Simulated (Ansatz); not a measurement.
Computed with Ansatz on PBE0-D4/def2-TZVP structures; ΔE is electronic, products minus reactants. CCSD(T)/CBS adds triple-zeta CCSD(T) − MP2 to the extrapolated MP2 energy (def2 sets, frozen cores). This one scheme is used for every species, atoms too. Open shells (•) are unrestricted, without spin–orbit coupling. Spin–orbit coupling would lower the free atoms: a little for Cl, O, Si; strongly for Sn. Elements past krypton have def2 core potentials. Bonds to Sn are less sure, by a few kJ/mol each and by 10 to 20 or more in all where they break to atoms, as the def2 sets lack core-valence functions. One conformer a species, not always the lowest.

`Cl[SiH2][O][SnH3]` → Cl• + 5 H• + O• + Si• + Sn•  (atomization)

```csv
species,CCSD(T)/CBS(def2) energy (Eh)
`Cl[SiH2][O][SnH3]`,-1041.15877
Cl•,-459.70966
H•,-0.50000
O•,-75.00631
Si•,-288.94402
Sn•,-213.97081
```

(1) Work out ΔE.

Largest T1 diagnostic among the species: 0.012.

Results:

(1) ΔE = 5 × (-0.50000) + (-459.70966) + (-75.00631) + (-288.94402) + (-213.97081) − (-1041.15877) = 1.02797 Eh = +645.1 kcal/mol.

The D4 term adds +9.0 kcal/mol with B3LYP and +4.7 kcal/mol with PBE0; it sums over pairs of atoms, weighted by their polarisabilities, and B3LYP, whose exchange is more repulsive, gets the larger term. In def2-TZVPP, CCSD(T) changes the Hartree–Fock value by +160.8 kcal/mol (the triples alone add +8.9 kcal/mol) and MP2 by +162.8 kcal/mol; breaking electron pairs costs correlation energy, which Hartree–Fock lacks. From PBE to PBE0 (25 % exact exchange), in def2-TZVPP and without D4, ΔE moves by −5.5 kcal/mol: exact exchange takes away binding that semilocal exchange gives to molecules.

B3LYP here is the variant with VWN-RPA as its local correlation; programs differ in this.

For atomizations the MP2-based limit and the directly extrapolated one differ by several kJ/mol either way, and by 10 to 25 for some Ge, Se and Sn compounds, so smaller differences from it don't rank the levels.
